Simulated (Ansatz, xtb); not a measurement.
## Two isomers of C6H5ClFN

Structure X is `N#CC1=C(F)[C@H](Cl)CC1`, a singlet and structure Y is `Nc1cccc(Cl)c1F`, a singlet. Both are isolated molecules in the gas phase, relaxed with PBE-D3(BJ)/def2-SVP; the shapes shown needn't be the lowest conformers.

X (Å):

```xyz
14

C    -2.5495    1.6017    0.0469
C    -1.3328    0.8743   -0.0072
C    -0.2532    1.1938   -0.7732
C     0.8454    0.1829   -0.6822
C     0.4607   -0.6009    0.5797
C    -1.0679   -0.4254    0.7317
Cl    0.8015   -0.8626   -2.1916
F    -0.1574    2.2289   -1.5937
N    -3.5657    2.1883    0.1174
H     1.8601    0.6224   -0.6678
H     0.7886   -1.6553    0.5287
H     0.9732   -0.1245    1.4412
H    -1.3906   -0.3843    1.7908
H    -1.6329   -1.2520    0.2487
```

Y (Å):

```tsv
atom	x (Å)	y (Å)	z (Å)
C	-1.2075	0.7100	0.3379
C	-0.6580	-0.3406	1.1077
C	0.4271	-1.0868	0.6288
C	1.0010	-0.8179	-0.6218
C	0.4684	0.2281	-1.3960
C	-0.6161	0.9751	-0.9212
Cl	1.1402	0.6250	-2.9506
F	-1.1270	1.9919	-1.6499
N	-2.3099	1.4450	0.7322
H	-2.5073	1.4781	1.7317
H	-2.4553	2.3283	0.2427
H	-1.0997	-0.5679	2.0898
H	0.8361	-1.9002	1.2464
H	1.8505	-1.3959	-1.0086
```

Quicker runs give these differences E(Y) − E(X): GFN2-xTB −112.5 kJ/mol; HF/STO-3G +47.2 kJ/mol (at GFN2-xTB geometries); r2SCAN-D4/def2-SVP −113.5 kJ/mol (at GFN2-xTB geometries).

Estimate E(Y) − E(X) at the level CCSD(T)/def2-SVP + ΔMP2/def2-TZVPP.

Calculated at CCSD(T)/def2-SVP + ΔMP2/def2-TZVPP: E(Y) − E(X) = −66.4 kJ/mol, so structure Y lies lower.

The same difference at several levels:

```tsv
level	geometry	E(Y) − E(X) (kJ/mol)	departure from the last row (kJ/mol)	job, with rough time for the two
GFN2-xTB	GFN2-xTB	−112.5	−46.1	optimisation, 0.18 s
HF/STO-3G	GFN2-xTB	+47.2	+113.6	single point, 0.54 s
r2SCAN-D4/def2-SVP	GFN2-xTB	−113.5	−47.0	single point, 4.7 s
PBE-D3(BJ)/def2-SVP	PBE-D3(BJ)/def2-SVP	−106.7	−40.3	optimisation, 24 s
HF/def2-SVP	PBE-D3(BJ)/def2-SVP	−71.0	−4.6	part of the CCSD(T) run
MP2/def2-SVP	PBE-D3(BJ)/def2-SVP	−58.7	+7.7	part of the CCSD(T) run
CCSD(T)/def2-SVP	PBE-D3(BJ)/def2-SVP	−49.7	+16.7	single point
CCSD(T)/def2-SVP + ΔMP2/def2-TZVPP	PBE-D3(BJ)/def2-SVP	−66.4		single point, 2.4 min
```

As drawn, Y has 1 C–N, 6 C∷C, 2 N–H in place of 1 C≡N, 5 C–C, 1 C=C, 2 C–H (∷ is an aromatic bond). Structure X has a 5-membered ring, Y a 6-membered ring (with an aromatic ring).

HF/STO-3G puts the two in the other order. The largest departure from CCSD(T)/def2-SVP + ΔMP2/def2-TZVPP is that of HF/STO-3G, 113.6 kJ/mol. The last row adds to CCSD(T) the change of the MP2 difference between the two basis sets, here −16.7 kJ/mol, a large step that makes the value less sure.

With thermal terms from frequencies at re-optimised GFN2-xTB minima (ideal gas, soft modes damped towards free rotors, one conformer each, 298.15 K, 1 atm): the zero-point term adds −0.7 kJ/mol; ΔH is −67.9 and ΔG −63.7 kJ/mol.

The correlated steps freeze 13 core orbitals. Mirror images aren't counted in ΔG. Run with Ansatz 0.2.0, xtb 6.7.1; the last row on 4 threads of Arm Neoverse V1 on a shared host.
